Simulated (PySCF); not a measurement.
## Which determinant of SnB lies lowest?

Unrestricted PBE0; Sn x2c-SVPall, B x2c-SVPall; spin-free X2C with a Gaussian nucleus (PySCF 2.14). Outer shells of the fragments: Sn 4d10 5s2 5p2; B 2s2 2p1.

Followed along the bond (rough minima from three points):

```tsv
2Ms+1	unpaired	⟨S²⟩ at the start	R at minimum (Å)	Te (eV)
4	σ ↑, π ↑↑	3.75	2.18	0.00
2	σ ↓, π ↑↑	1.77	2.19	0.33
2	σ ↑, π ↑↓	1.76	2.19	0.37
2	σ ↑	0.81	2.22	0.98
2	π ↑	0.85	none in the scan	≤ 1.14
```

Solutions found at the starting distance of 2.165 Å, counted from the lowest of them; the search is not exhaustive and high or unbound solutions are not listed, so other states can lie among these:

| 2Ms+1 | unpaired | term | E (eV) | ⟨S²⟩ | ⟨Lz²⟩ | μ (D) |
| --- | --- | --- | --- | --- | --- | --- |
| 4 | σ ↑, π ↑↑ | ⁴Σ⁻ | 0.00 | 3.75 | 0.00 | -1.35 |
| 2 | σ ↓, π ↑↑ | mixed | 0.33 | 1.77 | 0.00 | -1.33 |
| 2 | σ ↑, π ↑↓ | mixed | 0.37 | 1.76 | 2.01 | -1.34 |
| 2 | σ ↑ | mixed | 1.00 | 0.81 | 2.00 | -1.24 |
| 2 | π ↑ | ²Π | 1.16 | 0.85 | 1.01 | -1.40 |
| 2 | π ↑ | ²Π | 1.60 | 0.75 | 1.00 | -2.63 |
| 4 | π ↑↑↑ | ⁴Π | 2.48 | 3.82 | 1.00 | -0.66 |
| 4 | σ ↑, π ↑↑ | mixed | 2.49 | 3.75 | 2.01 | -0.93 |

A term symbol is given only where ⟨S²⟩ and ⟨Lz²⟩ are close to those of a pure state; real π, δ and φ orbitals otherwise mix terms. A positive dipole means Sn(−)B(+).

Spin–orbit coupling is left out.
